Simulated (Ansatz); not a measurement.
Mulliken charges of C₂H₅As, SMILES `C1C[AsH]1` from r2SCAN/def2-TZVPP in Ansatz (PBE0-D4/def2-TZVP geometry).

```json
{"atom": "C1", "x (Å)": "-0.649", "y (Å)": "0.226", "z (Å)": "-0.453", "charge (e)": "-0.181"}
{"atom": "C2", "x (Å)": "0.691", "y (Å)": "0.454", "z (Å)": "0.120", "charge (e)": "-0.181"}
{"atom": "As3", "x (Å)": "-0.394", "y (Å)": "-0.779", "z (Å)": "1.246", "charge (e)": "0.059"}
{"atom": "H4", "x (Å)": "-0.736", "y (Å)": "-0.376", "z (Å)": "-1.348", "charge (e)": "0.091"}
{"atom": "H5", "x (Å)": "-1.378", "y (Å)": "1.024", "z (Å)": "-0.378", "charge (e)": "0.085"}
{"atom": "H6", "x (Å)": "0.889", "y (Å)": "1.409", "z (Å)": "0.592", "charge (e)": "0.085"}
{"atom": "H7", "x (Å)": "1.548", "y (Å)": "0.011", "z (Å)": "-0.370", "charge (e)": "0.091"}
{"atom": "H8", "x (Å)": "0.122", "y (Å)": "-2.027", "z (Å)": "0.536", "charge (e)": "-0.047"}
```

By hand: the dipole of these point charges (1 e Å = 4.8032 D).

Σ q r = (-0.004, 0.100, -0.030) e Å, of length 0.104 e Å = 0.50 D.

How does the dipole of the full density compare? (An estimate is asked.)

The calculation gave: (0.068, 0.109, -0.202) e Å, 1.15 D; the point charges give 0.43 times that, at 48° from its direction.

Point charges leave out the atoms' own dipoles, such as those of lone pairs, and Mulliken's split depends on the basis, so the two needn't agree.
